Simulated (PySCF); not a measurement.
Geometry (Å), atoms numbered from 1 in this order:
```xyz
11

F     2.1903    0.7029   -1.1177
C     1.0540    0.3362   -0.5232
C     0.8683   -0.9815   -0.1094
O    -0.2009   -1.3668    0.4529
B    -1.4237   -0.4414    0.3637
O    -0.8876    0.9808    0.5904
C     0.2014    1.2948    0.0212
H     1.6917   -1.7064   -0.1937
H    -2.1944   -0.7194    1.2510
H    -1.8343   -0.4946   -0.7870
H     0.5008    2.3537    0.0393
```

Geometry: PBE0-D3(BJ)/def2-SVP; GIAO absolute shieldings from PySCF 2.14, gas phase, non-relativistic, averaged over equivalent atoms.

At LDA/pcSseg-1 (139 basis functions, 14 s wall time on 1 thread of an Arm Neoverse V1, shared host):
| atoms | σ (ppm) |
| --- | --- |
| F1 | 346.1 |
| C3/C7 | 3.0 |
| C2 | 17.5 |
| O4/O6 | 54.4 |
| B5 | 94.9 |
| H8/H11 | 23.00 |
| H9/H10 | 26.88 |

What do these become at BHandHLYP/pcSseg-1?

## Answers


```csv
atoms,σ at BHandHLYP/pcSseg-1,change
F1,394.5,+48.4
C3/C7,-0.1,-3.1
C2,29.7,+12.2
O4/O6,76.2,+21.8
B5,103.7,+8.8
H8/H11,23.24,+0.24
H9/H10,28.04,+1.16
```

The largest change is at F1 (vinylic fluorine). Cost: 139 basis functions, 10 s wall time on 1 thread of an Arm Neoverse V1, shared host.
